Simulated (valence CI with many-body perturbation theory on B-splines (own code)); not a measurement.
Ir XXXVIII: what the settings do

Calculated by valence CI with perturbative core correlation (CI+MBPT): four valence electrons over a frozen Dirac-Fock core [Kr], a basis of 6 s, 6 p, 5 d, 5 f, 1 g functions for each j, with the one-electron correlation potential Σ1 (screened to all orders), the two-electron term Σ2, the three-electron term Σ3, Breit, model QED; selected single and double excitations, second order for the rest, scaled by the run's own slope (own B-spline code, finite nucleus).

The last digits are not significant, and no measured levels were compared; by estimate large intervals hold to a few tenths of a per cent, small ones and those within an open d or f shell to about a per cent. Only levels of the ground parity were solved; by the run's estimate the other parity begins above the list, which can be wrong where configurations are misplaced.

The reference run has the lowest level (4d3/2^4) J=0 and an ionisation energy of 1684.96 eV. Its largest variational space holds 8688 state functions.

Levels are named by their leading jj configuration (3d3/2^4 stands for four electrons in 3d with j = 3/2), which in mixed levels can hold well under half, so a name can repeat and another be missing. Letters in brackets count levels of one name in rising energy.

Changed runs:
A. scale of Σ1 1 → 0
B. correlating orbitals by l 3 3 3 3 1 → 4 4 0 0 0; scale of Σ1 1 → 0; scale of Σ2 1 → 0; three-electron term on → off
C. shift of the energy in Σ1 (hartree) 0 → -14.008; QED terms on → off
D. closed core [Kr] → [Kr] 4d1 (bad on purpose)

Excitation energies of the reference run in cm⁻¹, and shifts in cm⁻¹:

```csv
Level,Reference,A,B,C
(4d3/2^3 4d5/2) J=1,150118,-813,-2471,-360
(4d3/2^3 4d5/2) J=4,192701,-828,+2010,-403
(4d3/2^3 4d5/2) J=2,196524,-876,+404,-431
(4d3/2^3 4d5/2) J=3,208265,-864,+2166,-437
(4d3/2^2 4d5/2^2) J=0 [a],330590,-1611,-3500,-768
(4d3/2^2 4d5/2^2) J=2 [a],334573,-1562,-1649,-759
(4d3/2^2 4d5/2^2) J=4 [a],341631,-1636,-1278,-769
(4d3/2^2 4d5/2^2) J=3 [a],345763,-1627,-408,-776
(4d3/2^2 4d5/2^2) J=5,362017,-1634,+1915,-784
(4d3/2^2 4d5/2^2) J=1,373440,-1643,+32,-827
(4d3/2^2 4d5/2^2) J=6,374070,-1648,+3142,-791
(4d3/2^2 4d5/2^2) J=3 [b],386813,-1618,+3146,-826
Ionisation energy (eV),1684.96,-2.81,-5.51,-4.61
```

Run D: It gave no result: the perturbation theory needs a core of closed shells. The program said: "the core must hold closed shells only".
